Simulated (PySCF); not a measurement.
**How methods differ on the ionisation energy of Ta²⁺**

Ta²⁺ [Xe] 4f14 5d3 (4F) → Ta³⁺ [Xe] 4f14 5d2 (3F), as a difference of total energies. All numbers are calculated (PySCF 2.14, a scalar-relativistic core potential, in def2-QZVPPD with the def2 core potential (60 electrons)). Correlated levels: valence and next inner shell: nothing frozen outside the core potential. The calculations carry no spin-orbit coupling.

```tsv
method	ionisation energy (eV)
UHF	23.043
MP2 (valence and next inner shell)	23.762
SCS-MP2 (valence and next inner shell)	23.556
CCSD (valence and next inner shell)	23.719
CCSD(T) (valence and next inner shell)	23.748
```

**Question.** How much does correlation contribute at CCSD(T) (valence and next inner shell)?

**Answer.** 23.748 − (23.043) = 0.705 eV, measured against UHF.

The reference lies between the lowest fine-structure levels, while these numbers refer to the centres of the terms.

Errors of the correlated levels include the incompleteness of this basis.

For comparison: 23.1 ± 1.6 eV (theoretical estimate listed by NIST; NIST Atomic Spectra Database, ionization energies).
